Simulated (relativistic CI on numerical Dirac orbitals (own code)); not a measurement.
**Electric-dipole transitions in Hf25+**

These numbers are calculated, not measured: Dirac-Coulomb-Breit CI, orbitals from a KLI potential per configuration, a model potential for QED, unscaled Slater integrals (own radial code, finite nucleus).

CI space (outside the closed core [Ar] 3d10): 4s²4p⁶4d¹⁰4f, 4s²4p⁶4d¹⁰5s, 4s²4p⁶4d⁹4f², 4s²4p⁶4d¹⁰5p, 4s²4p⁵4d¹⁰4f², 4s²4p⁶4d¹⁰5d, 4s²4p⁶4d⁹4f5s, 4s²4p⁶4d⁹5s², 4s4p⁶4d¹⁰4f², 4s²4p⁶4d¹⁰5f, 4s²4p⁴4d¹⁰4f³, 4s²4p⁶4d⁹5s5p, 4s²4p⁶4d⁹4f5p, 4s²4p⁶4d¹⁰6s, 4s²4p⁶4d⁸4f²5s, 4s²4p⁶4d¹⁰5g. Levels of other configurations are missing.

```tsv
λ vac (nm)	Lower	Upper	A (s⁻¹)	E lower (eV)	E upper (eV)
3.4229	4s²4p⁶4d¹⁰4f ²F°5/2 [1]	4s²4p⁶4d⁹4f5p ²D5/2 [195]	1.58e+11	0.000	362.218
3.4420	4s²4p⁶4d¹⁰4f ²F°5/2 [1]	4s²4p⁶4d⁹4f5p ⁴G5/2 [192]	2.25e+11	0.000	360.210
3.4421	4s²4p⁶4d¹⁰4f ²F°5/2 [1]	4s²4p⁶4d⁹4f5p ²D3/2 [191]	1.93e+11	0.000	360.203
3.4455	4s²4p⁶4d¹⁰4f ²F°7/2 [2]	4s²4p⁶4d⁹4f5p ⁴D7/2 [197]	4.40e+11	2.959	362.803
3.4497	4s²4p⁶4d¹⁰4f ²F°5/2 [1]	4s²4p⁶4d⁹4f5p ⁴H7/2 [188]	1.39e+11	0.000	359.402
3.4511	4s²4p⁶4d¹⁰4f ²F°7/2 [2]	4s²4p⁶4d⁹4f5p ²D5/2 [195]	1.06e+11	2.959	362.218
3.4544	4s²4p⁶4d¹⁰4f ²F°7/2 [2]	4s²4p⁶4d⁹4f5p ²H9/2 [194]	2.24e+11	2.959	361.876
3.4705	4s²4p⁶4d¹⁰4f ²F°7/2 [2]	4s²4p⁶4d⁹4f5p ⁴G5/2 [192]	2.21e+11	2.959	360.210
3.4736	4s²4p⁶4d¹⁰4f ²F°5/2 [1]	4s²4p⁶4d⁹4f5p ⁴F3/2 [181]	2.34e+11	0.000	356.936
3.4834	4s²4p⁶4d¹⁰4f ²F°7/2 [2]	4s²4p⁶4d⁹4f5p ²G9/2 [187]	3.47e+11	2.959	358.892
3.4911	4s²4p⁶4d¹⁰4f ²F°5/2 [1]	4s²4p⁶4d⁹4f5p ⁴H7/2 [180]	4.16e+11	0.000	355.142
3.4934	4s²4p⁶4d¹⁰4f ²F°5/2 [1]	4s²4p⁶4d⁹4f5p ²F5/2 [179]	1.15e+11	0.000	354.910
3.5015	4s²4p⁶4d¹⁰4f ²F°7/2 [2]	4s²4p⁶4d⁹4f5p ⁴G5/2 [182]	1.41e+11	2.959	357.050
4.8552	4s²4p⁶4d¹⁰5s ²S1/2 [3]	4s²4p⁶4d⁹4f5s ²P°3/2 [190]	5.63e+12	104.265	359.627
4.8559	4s²4p⁶4d¹⁰5s ²S1/2 [3]	4s²4p⁶4d⁹4f5s ²P°1/2 [189]	5.61e+12	104.265	359.589
4.9444	4s²4p⁶4d¹⁰4f ²F°5/2 [1]	4s²4p⁶4d⁹4f² ²F7/2 [113]	1.23e+11	0.000	250.757
4.9781	4s²4p⁶4d¹⁰4f ²F°7/2 [2]	4s²4p⁶4d⁹4f² ²D5/2 [114]	3.25e+12	2.959	252.020
4.9816	4s²4p⁶4d¹⁰4f ²F°5/2 [1]	4s²4p⁶4d⁹4f² ²F5/2 [112]	6.45e+12	0.000	248.883
4.9952	4s²4p⁶4d¹⁰4f ²F°5/2 [1]	4s²4p⁶4d⁹4f² ²D3/2 [111]	3.95e+12	0.000	248.206
5.0034	4s²4p⁶4d¹⁰4f ²F°7/2 [2]	4s²4p⁶4d⁹4f² ²F7/2 [113]	6.60e+12	2.959	250.757
5.0416	4s²4p⁶4d¹⁰4f ²F°7/2 [2]	4s²4p⁶4d⁹4f² ²F5/2 [112]	2.53e+11	2.959	248.883
5.0640	4s²4p⁶4d¹⁰4f ²F°5/2 [1]	4s²4p⁶4d¹⁰5d ²D5/2 [110]	3.31e+11	0.000	244.833
5.1260	4s²4p⁶4d¹⁰4f ²F°7/2 [2]	4s²4p⁶4d¹⁰5d ²D5/2 [110]	2.89e+12	2.959	244.833
5.1484	4s²4p⁶4d¹⁰4f ²F°5/2 [1]	4s²4p⁶4d¹⁰5d ²D3/2 [109]	2.42e+12	0.000	240.819
5.2492	4s²4p⁶4d¹⁰4f ²F°7/2 [2]	4s²4p⁶4d⁹4f² ²G9/2 [108]	3.93e+12	2.959	239.154
5.3026	4s²4p⁶4d¹⁰4f ²F°5/2 [1]	4s²4p⁶4d⁹4f² ²G7/2 [107]	3.76e+12	0.000	233.818
5.3706	4s²4p⁶4d¹⁰4f ²F°7/2 [2]	4s²4p⁶4d⁹4f² ²G7/2 [107]	3.91e+10	2.959	233.818
5.9361	4s²4p⁶4d¹⁰5p ²P°1/2 [4]	4s²4p⁶4d¹⁰6s ²S1/2 [198]	2.81e+11	153.956	362.820
6.0035	4s²4p⁶4d¹⁰4f ²F°5/2 [1]	4s²4p⁶4d⁹4f² ²G7/2 [82]	4.67e+10	0.000	206.519
6.4931	4s²4p⁶4d¹⁰4f ²F°7/2 [2]	4s²4p⁶4d⁹4f² ²G9/2 [41]	1.93e+10	2.959	193.908
6.6716	4s²4p⁶4d¹⁰5p ²P°3/2 [5]	4s²4p⁶4d¹⁰6s ²S1/2 [198]	4.58e+11	176.981	362.820
13.155	4s²4p⁶4d¹⁰5p ²P°1/2 [4]	4s²4p⁶4d⁹4f² ²D3/2 [111]	3.81e+10	153.956	248.206
14.274	4s²4p⁶4d¹⁰5p ²P°1/2 [4]	4s²4p⁶4d¹⁰5d ²D3/2 [109]	1.10e+11	153.956	240.819
14.623	4s²4p⁶4d¹⁰5d ²D3/2 [109]	4s²4p⁶4d¹⁰5f ²F°5/2 [152]	1.52e+11	240.819	325.606
15.201	4s²4p⁶4d¹⁰5d ²D5/2 [110]	4s²4p⁶4d¹⁰5f ²F°7/2 [153]	1.36e+11	244.833	326.394
16.523	4s²4p⁶4d¹⁰5p ²P°3/2 [5]	4s²4p⁶4d⁹4f² ²D5/2 [114]	3.91e+10	176.981	252.020
16.670	4s²4p⁶4d⁹4f² ²D5/2 [114]	4s²4p⁶4d¹⁰5f ²F°7/2 [153]	4.96e+10	252.020	326.394
17.050	4s²4p⁶4d¹⁰5s ²S1/2 [3]	4s²4p⁶4d¹⁰5p ²P°3/2 [5]	7.17e+10	104.265	176.981
18.273	4s²4p⁶4d¹⁰5p ²P°3/2 [5]	4s²4p⁶4d¹⁰5d ²D5/2 [110]	5.93e+10	176.981	244.833
19.422	4s²4p⁶4d¹⁰5p ²P°3/2 [5]	4s²4p⁶4d¹⁰5d ²D3/2 [109]	9.66e+09	176.981	240.819
19.736	4s²4p⁶4d⁹4f5s ⁴P°3/2 [116]	4s²4p⁶4d⁹4f5p ⁴D5/2 [186]	5.04e+10	296.009	358.830
19.795	4s²4p⁶4d⁹4f5s ⁴H°11/2 [119]	4s²4p⁶4d⁹4f5p ⁴I13/2 [200]	4.48e+10	300.749	363.383
19.800	4s²4p⁶4d⁹4f5s ⁴P°5/2 [118]	4s²4p⁶4d⁹4f5p ⁴D7/2 [196]	4.31e+10	299.643	362.261
24.951	4s²4p⁶4d¹⁰5s ²S1/2 [3]	4s²4p⁶4d¹⁰5p ²P°1/2 [4]	2.24e+10	104.265	153.956
31.035	4s²4p⁶4d⁹4f5s ⁴H°13/2 [122]	4s²4p⁶4d⁹4f5p ⁴G11/2 [161]	9.78e+09	301.704	341.653
```

Terms are leading LS components. Brackets give the number of a level in order of energy, since labels repeat. The list gives strong lines, with weight on those to low levels, without lines whose two gauges differ by over a factor of 2.5, among the lowest 200 of 1871 levels, so that lines to higher ones, which can be the strongest, are missing. Levels whose partners in the same complex of configurations lie outside the list can be far off, and so can their lines. Rates are taken at the computed energies, electric ones in the length gauge.

At this charge energies of transitions that change n are usually good to better than 1 %, and those within a shell (Δn = 0) to a few per cent.

(1) From the table, what is the radiative lifetime of 4s²4p⁶4d¹⁰5d ²D5/2?

Answers

(1) The listed rates from this level add up to about 3.28e+12 s⁻¹, 100 % of its decay; with all channels τ = 3.05e-13 s.

LS names give the leading component of a level, which can be under half, so a name can repeat, a term be missing and a line seem to break the LS rules.
